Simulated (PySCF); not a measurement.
C₈H₁₉B.
Cartesian coordinates in Å at the PBE0-D3(BJ)/def2-SVP level; atoms count from 1:
```xyz
28
C8H19B angstrom
B     -2.051   -0.619   -1.341
C     -1.031    0.026   -0.370
C     -1.513    1.231    0.434
C     -0.131   -0.961    0.399
C     -0.931   -1.733    1.445
C      1.097   -0.313    1.044
C      2.015    0.487    0.118
C      2.568   -0.360   -1.024
C      3.147    1.125    0.917
H     -3.002    0.009   -1.753
H     -1.842   -1.723   -1.799
H     -0.420    0.423   -1.231
H     -2.157    0.917    1.270
H     -2.108    1.910   -0.194
H     -0.683    1.814    0.864
H      0.226   -1.699   -0.340
H     -0.305   -2.488    1.945
H     -1.325   -1.066    2.228
H     -1.786   -2.257    0.987
H      1.695   -1.109    1.525
H      0.767    0.343    1.870
H      1.422    1.309   -0.325
H      3.246    0.229   -1.661
H      1.773   -0.761   -1.671
H      3.141   -1.217   -0.632
H      3.793    1.745    0.276
H      2.759    1.765    1.724
H      3.783    0.352    1.382
```

Method used: PySCF 2.14.0, PBE0-D3(BJ)/def2-SVP geometry optimisation, gas phase.

Take the most abundant isotopes and a rigid rotor. The values belong to one conformer with, in the numbering `[BH2:1][C@@H:2]([CH3:3])[C@H:4]([CH3:5])[CH2:6][CH:7]([CH3:8])[CH3:9]`, H–B1–C2–C3 22° and -165°, B1–C2–C4–C5 -70°, C2–C4–C6–C7 -55°, C4–C6–C7–C8 -59°.

What are A, B and C (MHz)?

Ia = 229.49, Ib = 555.12, Ic = 570.94 u·Å²; 505379 MHz·u·Å²/I gives A = 2202, B = 910.4, C = 885.2 MHz.

Classify the top.

A near-prolate asymmetric top: κ = (2 × 910.4 − 2202 − 885.2)/(2202 − 885.2) = -0.96.

What does the inertial defect say?

Not planar: Δ = Ic − Ia − Ib = -213.67 u·Å². For a rigid frame Δ = −2 Σ m c², so Σ m c² = 106.83 u·Å² lies off the ab plane: 35.77 from hydrogen and 71.06 from heavier atoms. The atom farthest from that plane is 2.11 Å away.

Give the other two planar moments, Paa and Pbb, and the rms extents of the mass along the axes.

Paa = Σ m a² = (Ib + Ic − Ia)/2 = 448.28 and Pbb = Σ m b² = (Ia + Ic − Ib)/2 = 122.66 u·Å². With the mass M = 126.16 u, the rms extents √(P/M) along a, b and c are 1.89, 0.99, 0.92 Å.

Where do the levels up to J = 3 lie, in K?

Above 0(0,0), as E/k:
J = 1: 1(0,1) 0.086, 1(1,1) 0.148, 1(1,0) 0.149
J = 2: 2(0,2) 0.259, 2(1,2) 0.319, 2(1,1) 0.323, 2(2,1) 0.509, 2(2,0) 0.509
J = 3: 3(0,3) 0.517, 3(1,3) 0.576, 3(1,2) 0.583, 3(2,2) 0.767, 3(2,1) 0.768, 3(3,1) 1.080, 3(3,0) 1.080

Predict some low-J microwave lines.

The dipole components are |μa| = 0.68 D, |μb| = 0.14 D, |μc| = 0.36 D. Intensities carry the squares of the components, which stand as 1.00 : 0.04 : 0.28 (a : b : c). Some lines, for components of 0.1 D or more:

```json
{"type": "b", "branch": "R", "J(Ka,Kc)": "4(2,2) ← 3(3,1)", "MHz": "665", "lower level (cm⁻¹)": "0.751"}
{"type": "b", "branch": "Q", "J(Ka,Kc)": "5(1,4) ← 5(0,5)", "MHz": "1504", "lower level (cm⁻¹)": "0.898"}
{"type": "a", "branch": "R", "J(Ka,Kc)": "1(0,1) ← 0(0,0)", "MHz": "1796", "lower level (cm⁻¹)": "0.000"}
{"type": "b", "branch": "R", "J(Ka,Kc)": "2(0,2) ← 1(1,1)", "MHz": "2299", "lower level (cm⁻¹)": "0.103"}
{"type": "b", "branch": "R", "J(Ka,Kc)": "5(2,3) ← 4(3,2)", "MHz": "2467", "lower level (cm⁻¹)": "0.991"}
{"type": "c", "branch": "Q", "J(Ka,Kc)": "2(2,1) ← 2(1,1)", "MHz": "3875", "lower level (cm⁻¹)": "0.224"}
{"type": "b", "branch": "Q", "J(Ka,Kc)": "5(2,4) ← 5(1,5)", "MHz": "4104", "lower level (cm⁻¹)": "0.936"}
{"type": "c", "branch": "Q", "J(Ka,Kc)": "4(3,2) ← 4(2,2)", "MHz": "6518", "lower level (cm⁻¹)": "0.773"}
{"type": "b", "branch": "Q", "J(Ka,Kc)": "3(3,0) ← 3(2,1)", "MHz": "6520", "lower level (cm⁻¹)": "0.533"}
{"type": "a", "branch": "R", "J(Ka,Kc)": "4(1,3) ← 3(1,2)", "MHz": "7232", "lower level (cm⁻¹)": "0.405"}
{"type": "c", "branch": "R", "J(Ka,Kc)": "2(2,0) ← 1(1,0)", "MHz": "7492", "lower level (cm⁻¹)": "0.104"}
{"type": "a", "branch": "R", "J(Ka,Kc)": "5(4,2) ← 4(4,1)", "MHz": "8979", "lower level (cm⁻¹)": "1.295"}
{"type": "c", "branch": "Q", "J(Ka,Kc)": "5(4,2) ← 5(3,2)", "MHz": "9130", "lower level (cm⁻¹)": "1.290"}
{"type": "c", "branch": "R", "J(Ka,Kc)": "5(4,1) ← 4(3,1)", "MHz": "18109", "lower level (cm⁻¹)": "0.991"}
{"type": "b", "branch": "R", "J(Ka,Kc)": "5(4,1) ← 4(3,2)", "MHz": "18109", "lower level (cm⁻¹)": "0.991"}
```

Estimate the classical rotational partition function at 100 K, 298.15 K and 500 K.

Point group C1, symmetry number σ = 1; q = (√π/σ)·√((kT/h)³/(ABC)), k/h = 20836.6 MHz/K: 127000 at 100 K, 651000 at 298.15 K, 1410000 at 500 K.

PBE0-D3(BJ)/def2-SVP frequencies: not computed here. No vibrational averaging or centrifugal distortion is included, and the geometry carries the error of its method. A rigid rotor knows nothing of internal rotation, which can split or shift real lines. Quadrupole hyperfine structure (11B) is left out.

On Arm Neoverse V2, one thread, on a shared host, this took 3.8 min wall. These figures are those of the optimisation.
